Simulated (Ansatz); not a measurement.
Stepwise reaction of `COB(S)S` with hydrogen, as a gas-phase model of exchange steps in deposition or etching. ΔE in kJ/mol; ΔG adds harmonic PBE0-D4 terms to CCSD(T)/CBS, at 1 bar.

Calculated with Ansatz (gas phase, PBE0-D4/def2-TZVP geometries, no zero-point term in ΔE). CCSD(T)/CBS is the MP2 limit (def2-TZVPP, def2-QZVPP) plus CCSD(T) − MP2 in def2-TZVPP, frozen cores. This one scheme is used for every species. Functionals use def2-TZVPP. B3LYP here is the variant with VWN-RPA as its local correlation; programs differ in this. Each species was taken in one conformer, which may not be the lowest.

```csv
step,reaction,PBE-D4,B3LYP-D4,ωB97M-V,CCSD(T)/CBS,ΔG(500 K)
2,`COBS` + H₂ → `BOC` + H₂S,62.3,53.3,52.9,53.6,44.8
```

(1) Give the row of step 1, `COB(S)S` + H₂ → `COBS` + H₂S. (An estimate is asked.)

(2) By hand: ΔE of the 2 steps together at CCSD(T)/CBS.

## Answers

(1) Ansatz gave: 
| step | reaction | PBE-D4 | B3LYP-D4 | ωB97M-V | CCSD(T)/CBS | ΔG(500 K) |
| --- | --- | --- | --- | --- | --- | --- |
| 1 | `COB(S)S` + H₂ → `COBS` + H₂S | 47.4 | 39.5 | 39.2 | 41.3 | 32.8 |

(2) (41.3) + (53.6) = 94.9 kJ/mol, or 47.5 kJ/mol a step.

In ΔE each step is higher than the one before. All are uphill at CCSD(T)/CBS. ΔG lies between 32.8 and 44.8 kJ/mol a step. PBE-D4 differs from CCSD(T)/CBS by 6.1 to 8.7 kJ/mol a step. Only this route is followed, and other bonds may react first. Isolated molecules leave out the surface, adducts and barriers. Largest T1 diagnostic: 0.014.
